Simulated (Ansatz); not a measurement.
The same path of ClH + F6W (9 atoms, charge 0, multiplicity 1) was run twice with different band settings. Lost on the way: W1–F2, Cl8–H9. Made: W1–Cl8, F2–H9.

Method: Ansatz, RKS LDA/def2-SVP.

Relaxed end points:

```xyz
9
Properties=species:S:1:pos:R:3
W -0.121 -0.122 -0.161
F 0.067 0.086 1.677
F 1.707 -0.138 -0.334
F -0.154 1.704 -0.351
F -1.950 -0.129 0.046
F -0.112 -1.949 0.064
F -0.312 -0.333 -1.974
Cl 2.186 2.249 1.901
H 1.331 1.384 2.370
```

```xyz
9
Properties=species:S:1:pos:R:3
W 0.314 0.318 -0.365
F -0.229 -0.199 2.865
F 1.855 0.053 -1.343
F 0.042 1.843 -1.364
F -1.266 0.635 0.513
F 0.639 -1.250 0.533
F -0.624 -0.645 -1.626
Cl 1.487 1.522 1.198
H 0.425 0.476 2.825
```

Common settings: spring 5.0 eV/Å²; optimiser quadratic models (default); start path through a guess of the saddle point; force threshold 0.05 eV/Å; iteration limit 60; end points relaxed.

| run | movable images | climbing image |
| --- | --- | --- |
| 1 | 5 | yes |
| 2 | 3 | no |

Question: What does each run give, and how far can it be trusted?

Answer: Run 1: converged after 46 iterations, highest image 0.606 eV above the first end. A vibrational analysis at the climbing image gives one clearly imaginary mode, 91i cm⁻¹: a first-order saddle point.
Run 2: converged after 27 iterations, highest image 0.558 eV above the first end. No image climbed, so the highest image needn't sit at the top of the path. So few images can step over the top or miss a turn of the path.
The orbitals stay closed-shell, which can raise the energy where a bond breaks towards radicals; this wasn't checked here.
